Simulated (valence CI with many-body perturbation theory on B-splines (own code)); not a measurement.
Xe41+: calculated level list

Computed by valence CI with perturbative core correlation (CI+MBPT): three valence electrons over a frozen Dirac-Fock core [Ne], radial functions for each j: 9 s, 9 p, 8 d, 6 f, 3 g, 1 h, with the one-electron correlation potential Σ1, the two-electron term Σ2, the three-electron term Σ3, Breit, model QED; selected CI, second order for the rest, scaled by the run's own slope (own B-spline code, finite nucleus).

The last digits are not significant, and no measured levels were compared; by estimate large intervals hold to a few tenths of a per cent, small ones and those within an open d or f shell to about a per cent.

Levels 1 to 36 of 36, with energies above the lowest level, (3s^2 3p1/2) J=1/2. "Leading %" is the weight of the configuration and term that name the level; weights of strongly mixed levels are sums over their largest components and can fall short. In the jj column 3d3/2^4 stands for four electrons in 3d with j = 3/2. Lifetimes count E1, E2, E3, M1 and M2 decay at the calculated energies, and are blank where another channel may lead or the interval is too uncertain; long ones can be off by a factor of two.

| No. | Configuration | Term | J | E (eV) | Leading % | g | Second component | Lifetime | Leading jj |
| --- | --- | --- | --- | --- | --- | --- | --- | --- | --- |
| 1 | 3s2 3p | 2P° | 1/2 | 0.00 | 99 | 0.657 |  |  | 3s^2 3p1/2 (99 %) |
| 2 | 3s2 3p | 2P° | 3/2 | 82.57 | 98 | 1.327 |  | 377 ns | 3s^2 3p3/2 (98 %) |
| 3 | 3s 3p2 | 4P | 1/2 | 101.38 | 66 | 2.303 | 24 % 3s 3p2 2S | 86.4 ps | 3s 3p1/2^2 (94 %) |
| 4 | 3s 3p2 | 4P | 3/2 | 166.51 | 93 | 1.670 | 5 % 3s 3p2 2D | 778 ps | 3s 3p1/2 3p3/2 (98 %) |
| 5 | 3s 3p2 | 2D | 5/2 | 177.68 | 51 | 1.378 | 46 % 3s 3p2 4P | 198 ps | 3s 3p1/2 3p3/2 (95 %) |
| 6 | 3s 3p2 | 2D | 3/2 | 193.10 | 62 | 0.929 | 21 % 3s 3p2 2P | 10.5 ps | 3s 3p1/2 3p3/2 (83 %) |
| 7 | 3s 3p2 | 2P | 1/2 | 201.27 | 71 | 1.182 | 22 % 3s 3p2 4P | 2.97 ps | 3s 3p1/2 3p3/2 (92 %) |
| 8 | 3s2 3d | 2D | 3/2 | 237.69 | 83 | 0.846 | 10 % 3s 3p2 2P | 2.30 ps | 3s^2 3d3/2 (83 %) |
| 9 | 3s2 3d | 2D | 5/2 | 243.43 | 58 | 1.314 | 30 % 3s 3p2 4P | 85.9 ps | 3s^2 3d5/2 (58 %) |
| 10 | 3s2 3d | 2D | 5/2 | 268.02 | 38 | 1.290 | 37 % 3s 3p2 2D | 5.19 ps | 3s 3p3/2^2 (56 %) |
| 11 | 3s 3p2 | 2S | 1/2 | 284.33 | 69 | 1.832 | 18 % 3s 3p2 2P | 4.25 ps | 3s 3p3/2^2 (96 %) |
| 12 | 3s 3p2 | 2P | 3/2 | 289.26 | 66 | 1.197 | 26 % 3s 3p2 2D | 2.15 ps | 3s 3p3/2^2 (94 %) |
| 13 | 3p3 | 2P° | 3/2 | 296.50 | 35 | 1.240 | 25 % 3p3 2D° | 9.48 ps | 3p1/2^2 3p3/2 (79 %) |
| 14 | 3s 3p 3d | 4F° | 3/2 | 310.43 | 79 | 0.533 | 12 % 3s 3p 3d 2D° | 32.4 ps | 3s 3p1/2 3d3/2 (90 %) |
| 15 | 3s 3p 3d | 4F° | 5/2 | 317.98 | 55 | 1.052 | 18 % 3s 3p 3d 2D° | 112 ps | 3s 3p1/2 3d3/2 (90 %) |
| 16 | 3s 3p 3d | 4D° | 1/2 | 335.43 | 69 | 0.345 | 23 % 3s 3p 3d 2P° | 2.99 ps | 3s 3p1/2 3d3/2 (94 %) |
| 17 | 3s 3p 3d | 4D° | 3/2 | 336.57 | 47 | 1.328 | 26 % 3s 3p 3d 4P° | 3.04 ps | 3s 3p1/2 3d3/2 (76 %) |
| 18 | 3s 3p 3d | 4P° | 5/2 | 338.16 | 35 | 1.331 | 26 % 3s 3p 3d 4D° | 12.3 ps | 3s 3p1/2 3d5/2 (94 %) |
| 19 | 3s 3p 3d | 4F° | 7/2 | 344.32 | 58 | 1.256 | 22 % 3s 3p 3d 4D° | 20.7 ps | 3s 3p1/2 3d5/2 (91 %) |
| 20 | 3s 3p 3d | 2F° | 5/2 | 351.50 | 33 | 1.127 | 18 % 3s 3p 3d 4P° | 12.2 ps | 3s 3p1/2 3d5/2 (84 %) |
| 21 | 3s 3p 3d | 2D° | 3/2 | 352.29 | 36 | 1.254 | 29 % 3p3 4S° | 4.99 ps | 3s 3p1/2 3d5/2 (51 %) |
| 22 | 3p3 | 2D° | 5/2 | 379.06 | 61 | 1.088 | 32 % 3s 3p 3d 2F° | 5.18 ps | 3p1/2 3p3/2^2 (61 %) |
| 23 | 3p3 | 2D° | 3/2 | 385.09 | 42 | 1.230 | 26 % 3p3 4S° | 2.34 ps | 3p1/2 3p3/2^2 (66 %) |
| 24 | 3p3 | 2P° | 1/2 | 388.60 | 84 | 0.664 | 15 % 3s 3p 3d 2P° | 3.83 ps | 3p1/2 3p3/2^2 (84 %) |
| 25 | 3s 3p 3d | 4P° | 3/2 | 403.51 | 42 | 1.363 | 41 % 3s 3p 3d 4D° | 3.73 ps | 3s 3p3/2 3d3/2 (97 %) |
| 26 | 3s 3p 3d | 4D° | 5/2 | 403.85 | 54 | 1.283 | 16 % 3s 3p 3d 4F° | 3.01 ps | 3s 3p3/2 3d3/2 (84 %) |
| 27 | 3s 3p 3d | 4P° | 1/2 | 404.29 | 87 | 2.336 | 12 % 3s 3p 3d 4D° | 4.23 ps | 3s 3p3/2 3d3/2 (97 %) |
| 28 | 3s 3p 3d | 4D° | 7/2 | 405.93 | 50 | 1.313 | 34 % 3s 3p 3d 4F° | 4.52 ps | 3s 3p3/2 3d3/2 (69 %) |
| 29 | 3s 3p 3d | 4F° | 9/2 | 407.99 | 100 | 1.328 |  | 467 ns | 3s 3p3/2 3d5/2 (100 %) |
| 30 | 3s 3p 3d | 2D° | 3/2 | 420.33 | 54 | 1.077 | 26 % 3s 3p 3d 4P° | 3.86 ps | 3s 3p3/2 3d5/2 (60 %) |
| 31 | 3s 3p 3d | 2D° | 5/2 | 424.34 | 48 | 1.332 | 36 % 3s 3p 3d 4P° | 5.98 ps | 3s 3p3/2 3d5/2 (94 %) |
| 32 | 3s 3p 3d | 2D° | 3/2 | 431.97 | 45 | 1.143 | 18 % 3s 3p 3d 2P° | 2.55 ps | 3s 3p3/2 3d3/2 (50 %) |
| 33 | 3s 3p 3d | 2F° | 7/2 | 433.82 | 87 | 1.169 | 11 % 3s 3p 3d 4D° | 5.78 ps | 3s 3p3/2 3d5/2 (76 %) |
| 34 | 3s 3p 3d | 2F° | 5/2 | 437.28 | 75 | 0.930 | 14 % 3s 3p 3d 2D° | 1.78 ps | 3s 3p3/2 3d3/2 (89 %) |
| 35 | 3p2 3d | 4F | 3/2 | 437.58 | 41 | 0.752 | 25 % 3p2 3d 2D | 12.0 ps | 3p1/2^2 3d3/2 (97 %) |
| 36 | 3s 3p 3d | 2P° | 1/2 | 439.12 | 76 | 0.613 | 18 % 3s 3p 3d 4D° | 1.78 ps | 3s 3p3/2 3d3/2 (76 %) |

The ionisation energy to 3s2 1S_0 of the next ion comes out as 3069.5 eV (NIST: 3068 ± 4 eV (theoretical)). All 36 levels together are meant to be complete up to 441.32 eV.
